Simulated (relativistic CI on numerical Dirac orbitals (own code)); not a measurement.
# The spin-orbit constant of Ti VII from its measured fine structure

Problem. The ground term 3P of Ti VII (3s2 3p4) has the measured levels J = 0: 5888.0, J = 1: 4534.0, J = 2: 0.0 cm⁻¹ (Corliss and Sugar, J. Phys. Chem. Ref. Data 8, 1 (1979)). Test the interval rule and estimate ζ(3p).

Working.
1. In LS coupling E(J) − E(J − 1) = AJ. The intervals give A = -1354.0 (J = 1), -2267.0 (J = 2) cm⁻¹.
2. These values spread by 47 % of their mean, from second-order spin-orbit mixing with other terms and from spin-spin terms.
3. The whole width divided by the sum of the upper J values gives a mean A = -1962.7 cm⁻¹.
4. For the Hund term of a shell that is more than half full, A = −ζ/2S with 2S = 2, so ζ = 3925 cm⁻¹.

Check. The value calculated from Dirac-Coulomb-Breit radial functions of this configuration is ζ = 4203 cm⁻¹, 7 % above the estimate from measurement. The same recipe applied to the calculated levels returns 3893 cm⁻¹, which shows the bias of the recipe itself. Where the interval rule fails, the estimate is only rough.
